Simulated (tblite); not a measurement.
Compound: C₇H₉BO₂.
SMILES with atom numbers: `[CH3:1][O:2][B:3]([OH:4])[C:5]1=[CH:6][C@@H:7]2[C@@H:8]3[C@H:9]1[C@H:10]23` (hydrogens: H11, H12, H13 on C1; H14 on O4; H15 on C6; H16 on C7; H17 on C8; H18 on C9; H19 on C10)

Computed with GFN2-xTB (tblite), gas phase: L-BFGS steps from a force-field or distance-geometry start until the largest atomic force falls under 0.01 eV/Å.

Step 5: E = -786.1469 eV
```
atom  x, y, z in Å  |  force x, y, z in eV/Å
C1      2.7586    0.6794    0.6439    0.138   0.029   0.420
O2      2.2303    0.8577   -0.6398   -0.069  -0.151  -0.260
B3      1.2972   -0.1677   -0.8581   -0.169  -0.291  -0.660
O4      1.6436   -1.4463   -1.1616   -0.200   0.132  -0.645
C5     -0.1943    0.1010   -0.5577    0.207  -0.002   0.306
C6     -0.6336    1.0274    0.3101   -0.241   0.364   0.138
C7     -2.0072    0.6267    0.6982   -0.029  -0.010   0.072
C8     -2.1234   -0.8887    0.6006    0.053  -0.122   0.080
C9     -1.3513   -0.8241   -0.6979   -0.386  -0.089  -0.096
C10    -2.6550   -0.0705   -0.4765   -0.088  -0.104  -0.124
H11     3.0371    1.6505    1.0475    0.104   0.127  -0.044
H12     2.0014    0.2338    1.2996    0.136   0.027   0.172
H13     3.6299    0.0210    0.6246    0.149  -0.044   0.029
H14     2.3831   -1.6213   -1.7486    0.175   0.159   0.536
H15    -0.1396    1.9343    0.6093   -0.010  -0.157   0.174
H16    -2.6061    1.1537    1.4212    0.014   0.213   0.052
H17    -2.3814   -1.6975    1.2724   -0.189   0.423  -0.300
H18    -1.3295   -1.6623   -1.3668    0.118  -0.219  -0.112
H19    -3.5694    0.1021   -1.0280    0.286  -0.285   0.260
```

Step 6: E = -786.2327 eV
```
atom  x, y, z in Å  |  force x, y, z in eV/Å
C1      2.7690    0.6783    0.6599    0.010   0.042  -0.028
O2      2.2347    0.8538   -0.6319   -0.187  -0.581  -0.145
B3      1.2882   -0.1743   -0.8585   -0.065  -0.193  -0.794
O4      1.5945   -1.4470   -1.2304    0.497   0.349  -0.686
C5     -0.1986    0.1081   -0.5554    0.264  -0.099   0.239
C6     -0.6357    1.0375    0.3098   -0.112   0.224   0.099
C7     -1.9975    0.6249    0.6892   -0.381   0.002   0.136
C8     -2.1309   -0.8885    0.5994    0.354  -0.104   0.250
C9     -1.3563   -0.8199   -0.6977   -0.092  -0.169  -0.092
C10    -2.6598   -0.0901   -0.4730    0.032   0.415  -0.224
H11     3.0404    1.6635    1.0282    0.162   0.059   0.110
H12     2.0072    0.2350    1.3109    0.198   0.061   0.203
H13     3.6412    0.0177    0.6221    0.079   0.046   0.130
H14     2.4239   -1.6149   -1.7131   -0.406   0.206   0.713
H15    -0.1372    1.9340    0.6373   -0.057  -0.201   0.087
H16    -2.5876    1.1555    1.4048   -0.212   0.345   0.262
H17    -2.4152   -1.6809    1.2628   -0.168   0.135  -0.057
H18    -1.3239   -1.6589   -1.3570    0.137  -0.353  -0.240
H19    -3.5664    0.0754   -1.0151   -0.050  -0.182   0.035
```

Step 7: E = -786.2935 eV
```
atom  x, y, z in Å  |  force x, y, z in eV/Å
C1      2.7744    0.6788    0.6679   -0.061   0.015  -0.284
O2      2.2353    0.8441   -0.6312   -0.156  -0.671  -0.010
B3      1.2806   -0.1797   -0.8761    0.007  -0.062  -0.596
O4      1.5806   -1.4447   -1.2719    0.241   0.468  -0.407
C5     -0.1995    0.1101   -0.5457    0.237  -0.278  -0.041
C6     -0.6411    1.0430    0.3094    0.000   0.220   0.184
C7     -1.9986    0.6240    0.6882   -0.434   0.083   0.141
C8     -2.1299   -0.8874    0.5994    0.388  -0.078   0.285
C9     -1.3613   -0.8200   -0.6999    0.197  -0.219  -0.088
C10    -2.6595   -0.0960   -0.4721    0.047   0.582  -0.237
H11     3.0448    1.6710    1.0216    0.148  -0.018   0.110
H12     2.0130    0.2363    1.3202    0.219   0.088   0.183
H13     3.6482    0.0166    0.6230    0.017   0.112   0.169
H14     2.4367   -1.6083   -1.6857   -0.136   0.112   0.431
H15    -0.1359    1.9320    0.6521   -0.104  -0.227   0.042
H16    -2.5827    1.1626    1.4020   -0.270   0.316   0.274
H17    -2.4328   -1.6685    1.2554   -0.186  -0.079   0.116
H18    -1.3188   -1.6643   -1.3572    0.117  -0.245  -0.167
H19    -3.5633    0.0596   -1.0070   -0.273  -0.119  -0.106
```

Q: Estimate the geometry and energy of step 8. (The exact step hangs on the optimiser's Hessian estimate; all steps are aligned on step 7, rigid shifts and turns removed.)

A: E = -786.3824 eV, largest force 0.713 eV/Å
```
atom  x, y, z in Å  |  force x, y, z in eV/Å
C1      2.7823    0.6795    0.6752   -0.109  -0.028  -0.442
O2      2.2338    0.8150   -0.6280    0.007  -0.577   0.070
B3      1.2695   -0.1892   -0.9100   -0.059   0.299  -0.172
O4      1.5528   -1.4299   -1.3504    0.587   0.184  -0.361
C5     -0.1975    0.1097   -0.5342   -0.051  -0.169  -0.141
C6     -0.6480    1.0534    0.3113    0.114  -0.231   0.026
C7     -2.0066    0.6252    0.6873   -0.262   0.193   0.101
C8     -2.1211   -0.8865    0.6041    0.186   0.115   0.048
C9     -1.3637   -0.8235   -0.7030    0.371  -0.145   0.040
C10    -2.6579   -0.0952   -0.4749    0.207   0.418  -0.043
H11     3.0544    1.6824    1.0101    0.093  -0.159   0.052
H12     2.0274    0.2406    1.3389    0.231   0.125   0.145
H13     3.6601    0.0174    0.6277   -0.045   0.183   0.207
H14     2.4632   -1.5966   -1.6341   -0.342   0.073   0.253
H15    -0.1357    1.9252    0.6795   -0.094  -0.144   0.003
H16    -2.5783    1.1791    1.4003   -0.333   0.223   0.245
H17    -2.4691   -1.6525    1.2480   -0.149  -0.236   0.229
H18    -1.3083   -1.6752   -1.3583    0.073  -0.074  -0.049
H19    -3.5673    0.0301   -0.9972   -0.426  -0.050  -0.211
```

The energy changes by -0.0890 eV. The first-order estimate −F·Δx gives -0.1292 eV and the mean of the old and new forces, exact on a quadratic surface, -0.0881 eV. The step makes an angle of 59° with the force vector and moves no atom by more than 0.085 Å.

What follows is the cost of the whole relaxation. On one thread, Arm Neoverse V1 (aarch64), no GPU (shared host), this took 0.86 s wall.
